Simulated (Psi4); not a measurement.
Computed with SAPT0/jun-cc-pVDZ, frozen core in Psi4.

Psi4 input:

```
molecule {
0 1
F 1.11213196 -0.59268848 -0.39192218
C -0.00358746 -0.00517359 0.06224162
F -1.05959701 -0.59265453 -0.51718013
F 0.01728208 1.28484296 -0.30016494
H -0.06622957 -0.09432636 1.14702563
--
0 1
C 1.18537955 -3.16704765 1.56585261
C -0.09037853 -3.47005058 1.01468676
C -1.11573149 -2.94797192 1.74926260
S -0.53477524 -2.08442795 3.11648556
C 1.09939683 -2.42184825 2.70637233
H 2.12207406 -3.48838990 1.13416566
H -0.23774075 -4.04890178 0.11456159
H -2.17429485 -3.02279141 1.56343134
H 1.90162506 -2.05463992 3.32465683
units angstrom
symmetry c1
no_reorient
no_com
}
set basis jun-cc-pvdz
set scf_type df
set freeze_core true
energy('sapt0')
```

Part of the output:

```
    SAPT Results
  --------------------------------------------------------------------------------------------------------
    Electrostatics                 -5.54800128 [mEh]      -3.48142336 [kcal/mol]     -14.56627534 [kJ/mol]
      Elst10,r                     -5.54800128 [mEh]      -3.48142336 [kcal/mol]     -14.56627534 [kJ/mol]

    Exchange                        8.40169746 [mEh]       5.27214475 [kcal/mol]      22.05865363 [kJ/mol]
      Exch10                        8.40169746 [mEh]       5.27214475 [kcal/mol]      22.05865363 [kJ/mol]
      Exch10(S^2)                   8.38896057 [mEh]       5.26415223 [kcal/mol]      22.02521294 [kJ/mol]

    Induction                      -1.46116931 [mEh]      -0.91689758 [kcal/mol]      -3.83629948 [kJ/mol]
      Ind20,r                      -4.22921484 [mEh]      -2.65387238 [kcal/mol]     -11.10380203 [kJ/mol]
      Exch-Ind20,r                  3.45384664 [mEh]       2.16732149 [kcal/mol]       9.06807310 [kJ/mol]
      delta HF,r (2)               -0.68580110 [mEh]      -0.43034669 [kcal/mol]      -1.80057055 [kJ/mol]

    Dispersion                     -4.81451825 [mEh]      -3.02115581 [kcal/mol]     -12.64051592 [kJ/mol]
      Disp20                       -5.44408745 [mEh]      -3.41621645 [kcal/mol]     -14.29344962 [kJ/mol]
      Exch-Disp20                   0.62956920 [mEh]       0.39506064 [kcal/mol]       1.65293370 [kJ/mol]
      Disp20 (SS)                  -2.72204372 [mEh]      -1.70810822 [kcal/mol]      -7.14672481 [kJ/mol]
      Disp20 (OS)                  -2.72204372 [mEh]      -1.70810822 [kcal/mol]      -7.14672481 [kJ/mol]
      Exch-Disp20 (SS)              0.35002963 [mEh]       0.21964691 [kcal/mol]       0.91900265 [kJ/mol]
      Exch-Disp20 (OS)              0.27953957 [mEh]       0.17541373 [kcal/mol]       0.73393104 [kJ/mol]

  Total HF                          1.39252688 [mEh]       0.87382381 [kcal/mol]       3.65607881 [kJ/mol]
  Total SAPT0                      -3.42199137 [mEh]      -2.14733201 [kcal/mol]      -8.98443711 [kJ/mol]
```
